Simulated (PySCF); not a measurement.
## Two-component Hartree-Fock for W²⁺ (tungsten, charge +2)

Start: [Xe] 4f14 5d3 6p1; 5d5/2 filled at m_j = +1/2, +3/2, +5/2; 6p3/2 filled at m_j = +3/2. Calculated with PySCF 2.14 in x2c-TZVPall-2c (11s11p10d2f, 108 functions): generalised Hartree-Fock with the X2C-1e Hamiltonian and a Gaussian nucleus; spin-orbit coupling (SO) screened by Boettger's factors. This is a chosen level, not necessarily the ground level.

```json
{"spinor shell": "1s1/2", "electrons": "2", "ε, screened SO (eV)": "-69900.4", "weight of nominal j (screened SO)": "1.000", "rms radius, screened SO (bohr)": "0.0208"}
{"spinor shell": "2s1/2", "electrons": "2", "ε, screened SO (eV)": "-12221.0", "weight of nominal j (screened SO)": "1.000", "rms radius, screened SO (bohr)": "0.0838"}
{"spinor shell": "2p1/2", "electrons": "2", "ε, screened SO (eV)": "-11666.5", "weight of nominal j (screened SO)": "1.000", "rms radius, screened SO (bohr)": "0.0713"}
{"spinor shell": "2p3/2", "electrons": "4", "ε, screened SO (eV)": "-10308.1", "weight of nominal j (screened SO)": "1.000", "rms radius, screened SO (bohr)": "0.0787"}
{"spinor shell": "3s1/2", "electrons": "2", "ε, screened SO (eV)": "-2892.4", "weight of nominal j (screened SO)": "1.000", "rms radius, screened SO (bohr)": "0.214"}
{"spinor shell": "3p1/2", "electrons": "2", "ε, screened SO (eV)": "-2645.8", "weight of nominal j (screened SO)": "1.000", "rms radius, screened SO (bohr)": "0.206"}
{"spinor shell": "3p3/2", "electrons": "4", "ε, screened SO (eV)": "-2347.1", "weight of nominal j (screened SO)": "1.000", "rms radius, screened SO (bohr)": "0.221"}
{"spinor shell": "3d3/2", "electrons": "4", "ε, screened SO (eV)": "-1936.6", "weight of nominal j (screened SO)": "1.000", "rms radius, screened SO (bohr)": "0.195"}
{"spinor shell": "3d5/2", "electrons": "6", "ε, screened SO (eV)": "-1872.2", "weight of nominal j (screened SO)": "1.000", "rms radius, screened SO (bohr)": "0.199"}
{"spinor shell": "4s1/2", "electrons": "2", "ε, screened SO (eV)": "-645.59", "weight of nominal j (screened SO)": "1.000", "rms radius, screened SO (bohr)": "0.478"}
{"spinor shell": "4p1/2", "electrons": "2", "ε, screened SO (eV)": "-542.03", "weight of nominal j (screened SO)": "1.000", "rms radius, screened SO (bohr)": "0.487"}
{"spinor shell": "4p3/2", "electrons": "4", "ε, screened SO (eV)": "-472.12", "weight of nominal j (screened SO)": "1.000", "rms radius, screened SO (bohr)": "0.519"}
{"spinor shell": "4d3/2", "electrons": "4", "ε, screened SO (eV)": "-301.49", "weight of nominal j (screened SO)": "1.000", "rms radius, screened SO (bohr)": "0.544"}
{"spinor shell": "5s1/2", "electrons": "2", "ε, screened SO (eV)": "-114.53", "weight of nominal j (screened SO)": "1.000", "rms radius, screened SO (bohr)": "1.15"}
{"spinor shell": "5p1/2", "electrons": "2", "ε, screened SO (eV)": "-80.887", "weight of nominal j (screened SO)": "0.968", "rms radius, screened SO (bohr)": "1.26"}
{"spinor shell": "5p3/2", "electrons": "4", "ε, screened SO (eV)": "-70.162", "weight of nominal j (screened SO)": "0.981", "rms radius, screened SO (bohr)": "1.35"}
{"spinor shell": "4f5/2", "electrons": "6", "ε, screened SO (eV)": "-72.172", "weight of nominal j (screened SO)": "0.987", "rms radius, screened SO (bohr)": "0.666"}
{"spinor shell": "4f7/2", "electrons": "8", "ε, screened SO (eV)": "-69.967", "weight of nominal j (screened SO)": "0.991", "rms radius, screened SO (bohr)": "0.668"}
{"spinor shell": "5d5/2", "electrons": "3", "ε, screened SO (eV)": "-30.010", "weight of nominal j (screened SO)": "0.661", "rms radius, screened SO (bohr)": "1.94"}
{"spinor shell": "6p3/2", "electrons": "1", "ε, screened SO (eV)": "-17.068", "weight of nominal j (screened SO)": "1.000", "rms radius, screened SO (bohr)": "3.72"}
```

Problem. Where does 4d5/2 lie, and what is the 4d spin-orbit splitting (screened SO)?

Solution. At -288.27 eV, 13.214 eV above 4d3/2.

```json
{"quantity": "E (hartree)", "screened SO": "-16148.49010"}
{"quantity": "M_J", "screened SO": "6"}
{"quantity": "⟨J²⟩", "screened SO": "42.007"}
{"quantity": "⟨L²⟩", "screened SO": "21.084"}
{"quantity": "⟨S²⟩", "screened SO": "5.750"}
```

Each row is a mean over spinors that exchange with the open shell spreads, by up to 6.887 eV (5p3/2).

Rows whose weight is well below 1 are mixtures of j = l ± 1/2: exchange outweighs spin-orbit coupling there, and the label is only the starting occupation.

Breit and QED terms are absent; they matter most for the inner s and p1/2 levels.

Densities and radii are taken from the X2C orbitals without a picture-change correction, which distorts them close to the nucleus.
